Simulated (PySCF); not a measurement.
F₃OV, charge +1, multiplicity 2. Atoms are numbered in the order given.

```xyz
5

V      0.0124    -0.0056     0.0000
O     -1.5237    -0.7483     0.0000
F      0.7540    -0.4722     1.3833
F     -0.1854     1.6239     0.0000
F      0.7540    -0.4722    -1.3833
```
Charge +1, spin multiplicity 2.

Coordinates come from a PBE0-D3(BJ)/def2-SVP optimisation. The geometry has at least one imaginary mode, so it is a saddle point at that level. The spin state was assumed, not searched. The isomer is the one that the SMILES or the coordinates give; other isomers of the formula were not compared.

Computed with CAM-B3LYP/def2-TZVP in PySCF.

| Item | Value |
|---|---|
| total energy | -1318.58484 hartree |
| point group | Cs |
| α spin, highest occupied and lowest empty level | -20.57 and -10.87 eV |
| β spin, highest occupied and lowest empty level | -19.75 and -13.30 eV |
| dipole moment about the centre of nuclear charge | 0.59 D |
| mean static polarisability | 32.3 bohr³ (4.79 Å³) |
| polarisability, principal values | 29.2, 33.9, 33.9 bohr³ |
| ⟨S²⟩ | 0.765 (pure state 0.75) |
